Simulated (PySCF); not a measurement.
Cl₂Ge, singlet, at a GFN2-xTB geometry; CASSCF(6,7)/cc-pVDZ in PySCF.

Input for PySCF:
```python
from pyscf import gto, scf, mcscf
import numpy

mol = gto.M(
    atom='''
Ge    0.03708706   -0.04229772    0.71659349
Cl    1.00471861    1.32222639   -0.65255028
Cl   -1.07452955   -1.24260715   -0.69633159
''',
    basis='cc-pvdz',
    verbose=4,
)

mf = scf.RHF(mol)
mf.kernel()
mc = mcscf.CASSCF(mf, 7, 6)
mc.fix_spin_(ss=0.0)
mc.kernel()
occ = numpy.linalg.eigvalsh(mc.fcisolver.make_rdm1(mc.ci, mc.ncas, mc.nelecas))[::-1]
ss = mc.fcisolver.spin_square(mc.ci, mc.ncas, mc.nelecas)[0]
print('natural occupations', occ.round(4), ' <S^2>', round(ss, 4))
```

What the program printed (banner, timings and long lists left out):

```
PySCF version 2.14.0

[INPUT] verbose = 4
[INPUT] num. atoms = 3
[INPUT] num. electrons = 66
[INPUT] charge = 0
[INPUT] spin (= nelec alpha-beta = 2S) = 0
[INPUT] symmetry False subgroup None
[INPUT] Mole.unit = angstrom
[INPUT] Symbol           X                Y                Z      unit          X                Y                Z       unit  Magmom
[...]
nuclear repulsion = 312.657598177741
number of shells = 16
number of NR pGTOs = 159
number of NR cGTOs = 63
basis = cc-pvdz
ecp = {}

******** <class 'pyscf.scf.hf.RHF'> ********
method = RHF
initial guess = minao
damping factor = 0
level_shift factor = 0
DIIS = <class 'pyscf.scf.diis.CDIIS'>
diis_start_cycle = 1
diis_space = 8
diis_damp = 0
SCF conv_tol = 1e-09
SCF conv_tol_grad = None
SCF max_cycles = 50
direct_scf = True
direct_scf_tol = 1e-13
Set gradient conv threshold to 3.16228e-05
Initial guess from minao.
init E= -2993.85435093688
[...]
cycle= 1 E= -2994.37307045964  delta_E= -0.519  |g|= 0.381  |ddm|= 1.49
[...]
cycle= 2 E= -2994.41785156168  delta_E= -0.0448  |g|= 0.195  |ddm|= 0.689
[...]
cycle= 3 E= -2994.42949775621  delta_E= -0.0116  |g|= 0.0224  |ddm|= 0.198
[...]
cycle= 4 E= -2994.43000705909  delta_E= -0.000509  |g|= 0.00617  |ddm|= 0.0673
[...]
cycle= 5 E= -2994.43005424434  delta_E= -4.72e-05  |g|= 0.00142  |ddm|= 0.0231
[...]
cycle= 6 E= -2994.4300567668  delta_E= -2.52e-06  |g|= 0.000401  |ddm|= 0.00482
[...]
cycle= 7 E= -2994.43005693413  delta_E= -1.67e-07  |g|= 8.87e-05  |ddm|= 0.00115
[...]
cycle= 8 E= -2994.43005694092  delta_E= -6.8e-09  |g|= 2.19e-05  |ddm|= 0.000176
[...]
cycle= 9 E= -2994.43005694138  delta_E= -4.6e-10  |g|= 5.32e-06  |ddm|= 5.07e-05
[...]
Extra cycle  E= -2994.43005694141  delta_E= -2.36e-11  |g|= 2.12e-06  |ddm|= 8.11e-06
converged SCF energy = -2994.43005694141

******** <class 'pyscf.mcscf.mc1step.CASSCF'> ********
CAS (3e+3e, 7o), ncore = 30, nvir = 26
max_cycle_macro = 50
max_cycle_micro = 4
conv_tol = 1e-07
conv_tol_grad = None
orbital rotation max_stepsize = 0.02
orbital rotation threshold for CI restart = 0.01
augmented hessian ah_max_cycle = 30
augmented hessian ah_conv_tol = 1e-12
augmented hessian ah_linear dependence = 1e-14
augmented hessian ah_level shift = 1e-08
augmented hessian ah_start_tol = 2.5
augmented hessian ah_start_cycle = 3
augmented hessian ah_grad_trust_region = 3
kf_trust_region = 3
kf_interval = 4
ci_response_space = 4
ci_grad_trust_region = 3
with_dep4 0
natorb = False
canonicalization = True
sorting_mo_energy = False
[...]
CASCI E = -2994.43934109486  S^2 = 0.0000000
[...]
               |grad[o]|=0.00272  |grad[c]|=0.00541  |ddm|=0.0025  |maxRot[o]|=0.00143
macro iter  41 ( 21 JK    4 micro), CASSCF E = -2994.47035852301  dE = -5.03546289e-07  S^2 = 0.0000000
               |grad[o]|=0.00273  |grad[c]|=0.00541  |ddm|=0.00249  |maxRot[o]|=0.00113
macro iter  42 ( 21 JK    4 micro), CASSCF E = -2994.47035889694  dE = -3.73933744e-07  S^2 = 0.0000000
               |grad[o]|=0.00273  |grad[c]|=0.00542  |ddm|=0.00249  |maxRot[o]|=0.000901
macro iter  43 ( 21 JK    4 micro), CASSCF E = -2994.47035915849  dE = -2.61545210e-07  S^2 = 0.0000000
               |grad[o]|=0.00273  |grad[c]|=0.00542  |ddm|=0.00248  |maxRot[o]|=0.00074
macro iter  44 ( 21 JK    4 micro), CASSCF E = -2994.47035934391  dE = -1.85420504e-07  S^2 = 0.0000000
               |grad[o]|=0.00273  |grad[c]|=0.00542  |ddm|=0.00249  |maxRot[o]|=0.000608
macro iter  45 ( 21 JK    4 micro), CASSCF E = -2994.47035949071  dE = -1.46806542e-07  S^2 = 0.0000000
               |grad[o]|=0.00273  |grad[c]|=0.00542  |ddm|=0.00248  |maxRot[o]|=0.000474
macro iter  46 ( 21 JK    4 micro), CASSCF E = -2994.47035962270  dE = -1.31989509e-07  S^2 = 0.0000000
               |grad[o]|=0.00273  |grad[c]|=0.00543  |ddm|=0.00248  |maxRot[o]|=0.000375
macro iter  47 ( 21 JK    4 micro), CASSCF E = -2994.47035973080  dE = -1.08095264e-07  S^2 = 0.0000000
               |grad[o]|=0.00273  |grad[c]|=0.00543  |ddm|=0.00248  |maxRot[o]|=0.000299
macro iter  48 ( 21 JK    4 micro), CASSCF E = -2994.47035980281  dE = -7.20151547e-08  S^2 = 0.0000000
               |grad[o]|=0.00273  |grad[c]|=0.00543  |ddm|=0.00248  |maxRot[o]|=0.000945
macro iter  49 ( 21 JK    4 micro), CASSCF E = -2994.47056834101  dE = -2.08538202e-04  S^2 = 0.0000000
               |grad[o]|=0.00273  |grad[c]|=0.00191  |ddm|=0.00304  |maxRot[o]|=0.048
macro iter  50 ( 21 JK    4 micro), CASSCF E = -2994.47097036798  dE = -4.02026961e-04  S^2 = 0.0000000
               |grad[o]|=0.00269  |grad[c]|=0.00281  |ddm|=0.00338  |maxRot[o]|=0.0875
1-step CASSCF not converged,  50 macro (1037 JK 199 micro) steps
CASSCF canonicalization
Density matrix diagonal elements [1.99644356 1.98440739 1.92238644 0.05144827 0.02273919 0.0169328
 0.00564235]
CASSCF energy = -2994.47097036798
CASCI E = -2994.47097036798  E(CI) = -7.56686780617019  S^2 = 0.0000000
natural occupations [1.9967 1.9846 1.9225 0.0512 0.0263 0.0133 0.0054]  <S^2> 0.0
```

The run did not converge; its last values are not results.
